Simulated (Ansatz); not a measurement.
The cluster SnSe2, relaxed as a singlet with RKS PBE-D4/def2-TZVP in Ansatz, starting from the GFN2-xTB geometry. Force threshold 0.02 eV/Å.

In the def2 sets Sn takes a core potential; there is no spin–orbit coupling. The structure comes from a short search, and lower isomers may exist.

Start:

```xyz
3

Sn    1.666    1.270   -0.310
Se   -1.805   -0.669    0.771
Se    0.139   -0.601   -0.461
```

```json
{"step": "1", "energy (eV)": "-136512.0722", "largest force component (eV/Å)": "0.697", "SCF passes": "45"}
{"step": "2", "energy (eV)": "-136512.1482", "largest force component (eV/Å)": "0.354", "SCF passes": "37"}
{"step": "3", "energy (eV)": "-136512.2360", "largest force component (eV/Å)": "1.063", "SCF passes": "37"}
{"step": "4", "energy (eV)": "-136512.4303", "largest force component (eV/Å)": "1.345", "SCF passes": "29"}
{"step": "5", "energy (eV)": "-136512.8696", "largest force component (eV/Å)": "1.572", "SCF passes": "36"}
{"step": "6", "energy (eV)": "-136513.3211", "largest force component (eV/Å)": "1.371", "SCF passes": "33"}
{"step": "7", "energy (eV)": "-136513.7313", "largest force component (eV/Å)": "0.550", "SCF passes": "35"}
{"step": "8", "energy (eV)": "-136513.7462", "largest force component (eV/Å)": "0.197", "SCF passes": "23"}
{"step": "9", "energy (eV)": "-136513.7492", "largest force component (eV/Å)": "0.012", "SCF passes": "25"}
```

Force components are those of the run's own axes.

End:

```csv
atom,x (Å),y (Å),z (Å)
Sn1,0.975,1.135,0.059
Se2,-1.202,0.003,0.790
Se3,0.227,-1.138,-0.850
```

Bonds formed: Sn1–Se2 (atoms count from 1). The end is the same structure that another start reached, the lowest one found.

No frequencies were taken in this run, so the end may be a saddle point.

Run time 12 s (4 threads of Arm Neoverse V1 on a shared host).
